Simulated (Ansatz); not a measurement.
```yaml
crystal:
  periodic: [false, false, false]
  atoms:
    - {symbol: F, position_ang: [-2.182444, 0.965114, 0.116026]}
    - {symbol: Si, position_ang: [-0.884795, 1.317559, -0.764959]}
    - {symbol: B, position_ang: [0.679092, 0.146649, -0.357465]}
    - {symbol: Si, position_ang: [0.677797, -1.364731, 0.958035]}
    - {symbol: H, position_ang: [-1.278725, 1.188464, -2.195451]}
    - {symbol: H, position_ang: [-0.534081, 2.739025, -0.486548]}
    - {symbol: H, position_ang: [1.661601, 0.350798, -1.013311]}
    - {symbol: H, position_ang: [0.155072, -2.521329, 0.166383]}
    - {symbol: H, position_ang: [-0.236999, -1.145842, 2.109197]}
    - {symbol: H, position_ang: [2.026583, -1.726907, 1.470893]}
basis:
  gaussian: {orbitals: aug-cc-pVDZ}
hamiltonian: {xc: {name: PBE1PBE}, dispersion: d4}
scf: {lower_state_search: full}
```

```sh
$ ansatz run in.yaml --threads 2 --pin off --events-out ev --progress --plain --max-ram 4352MiB
```

It prints (some lines left out):

```
Error: YAML parse error: error: line 16 column 19: hamiltonian.xc: no functional is named "PBE1PBE"; the names, which are not case-sensitive, are SVWN5, SPW92, PBE, PBE0, PBEsol, revPBE, revPBE0, RPBE, rPW86-PBE, HSE06, wPBEh, LC-wPBE, HISS, HF, BLYP, B3LYP, B3LYP5, BHLYP, CAM-B3LYP, r2SCAN, r2SCANh, r2SCAN0, r2SCAN50, m-r2SCAN, B97, wB97, wB97X, wB97X-V, B97M-V, wB97M-V, B2PLYP, B2GP-PLYP, PBE0-DH, PBE-QIDH
14 | basis:
15 |   gaussian: {orbitals: aug-cc-pVDZ}
16 | hamiltonian: {xc: {name: PBE1PBE}, dispersion: d4}
17 | scf: {lower_state_search: full}
```

Something in this input is off. What?

The method's name isn't one that the program takes here. The program refused the input.

HSE06 is defined as in plane-wave codes.
